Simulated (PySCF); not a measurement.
Species: PPSbSb tetrahedron, Sb2P2.
Bonds: P1–P2, P1–Sb3, P1–Sb4, P2–Sb3, P2–Sb4, Sb3–Sb4.

Computed, not measured: PySCF, PBE0-D3(BJ)/def2-SVP geometry optimisation, gas phase, def2 core potentials past Kr.

Question: List the bond lengths and angles at this level.

Answer: 
```
                   bond  length (pm)
                  P1–P2        223.1
P1–Sb3 and 3 like bonds        254.0
                Sb3–Sb4        279.3
```

Bonds in one row agree within 1 pm and their mean is given. A selection of angles:
```
     angle  degrees
 P2–P1–Sb3     63.9
Sb3–P1–Sb4     66.7
 P1–Sb3–P2     52.1
P1–Sb3–Sb4     56.7
```

P1 (phosphorus bonded to P and 2 Sb) is pyramidal (angles 66.7°, 64.0° and 63.9°, sum 194.6°, 1.90 Å off the plane of its three neighbours). All 4 P–Sb bonds measure 2.540 to 2.541 Å. Sb3 (antimony bonded to 2 P and Sb) is pyramidal (angles 56.7°, 56.7° and 52.1°, sum 165.4°, 2.21 Å off the plane of its three neighbours).

Point group: C2v (tolerance 0.08 Å). No frequency check. One conformer, not necessarily the lowest.

Hardware: one thread of an Arm Neoverse V1, shared host. Cost: 19 s, 0.35 GiB resident at most. These figures are those of the optimisation.
